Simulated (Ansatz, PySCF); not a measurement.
C$_{2}$H$_{7}$Si$_{2}$, doublet, geometry from GFN2-xTB, with bond 5-1 at 1.8 times its length. Base run: CASSCF(5,7)/STO-3G run with PySCF.

The PySCF input:
```python
from pyscf import gto, scf, mcscf
import numpy

mol = gto.M(
    atom='''
C    -1.29066676   -0.00373915   -0.03221827
Si   -0.04239272    1.39171244   -0.16302128
C     1.27239885    0.00215022    0.01888873
Si   -0.04261904   -1.39099251    0.16899720
H    -3.22931984   -0.01890717   -0.16066551
H    -0.02263320    2.11390918   -1.44089075
H    -0.06904688    2.36995293    0.93095113
H     1.91722696    0.10581973    0.88820057
H     1.93433042   -0.10010847   -0.83770812
H    -0.06940915   -2.08437662    1.46241952
H    -0.02299979   -2.39357638   -0.90308005
''',
    basis='sto-3g',
    spin=1,
    verbose=4,
)

mf = scf.ROHF(mol)
mf.kernel()
mc = mcscf.CASSCF(mf, 7, 5)
mc.fix_spin_(ss=0.75)
mc.kernel()
occ = numpy.linalg.eigvalsh(mc.fcisolver.make_rdm1(mc.ci, mc.ncas, mc.nelecas))[::-1]
ss = mc.fcisolver.spin_square(mc.ci, mc.ncas, mc.nelecas)[0]
print('natural occupations', occ.round(4), ' <S^2>', round(ss, 4))
```

Programs used: Ansatz (a program for electronic structure), PySCF; a row that names a program was run with it.

The base run was repeated with changes; each row names its change, and settings that it needs were set with it.

| change | ΔE vs base (mEh) | natural occupations | <S^2> of the state |
|---|---|---|---|
| base | 0.000 | 1.97 1.70 1.00 0.30 0.03 0.00 0.00 | 0.75 |
| orbitals = fixed (CASCI); correction = SC-NEVPT2 | -139.1 | 2.00 1.79 1.00 0.21 0.00 0.00 0.00 | 0.75 |
| fix_spin_ = off | 0.000 | 1.97 1.70 1.00 0.30 0.03 0.00 0.00 | 0.75 |
| correction = SC-NEVPT2 | -146.7 | 1.97 1.70 1.00 0.30 0.03 0.00 0.00 | 0.75 |
| orbitals = fixed (CASCI) | 50.490 | 2.00 1.79 1.00 0.21 0.00 0.00 0.00 | 0.75 |
| active space = 3 electrons, 3 orbitals | 22.322 | 1.70 1.00 0.30 | 0.75 |
| code = ansatz | 0.015 | - | - |
| active space = 9 electrons, 8 orbitals | -13.877 | 2.00 1.98 1.97 1.71 1.00 0.30 0.03 0.02 | 0.75 |
| solver = newton | 2.914 | 1.98 1.70 1.00 0.30 0.02 0.00 0.00 | 0.75 |
| active space = 7 electrons, 7 orbitals | -11.741 | 1.98 1.97 1.70 1.00 0.30 0.03 0.02 | 0.75 |
| code = ansatz; correction = SC-NEVPT2, all electrons | -146.7 | - | - |

Active orbitals are taken around the Fermi level unless the row says otherwise; CASSCF can end in different local minima, and two programs can end on different orbitals. State-averaged rows give the lowest state.

Open shells are given as the SCF converged; they aren't shown to be the lowest states, and a large step between rows can be another state.
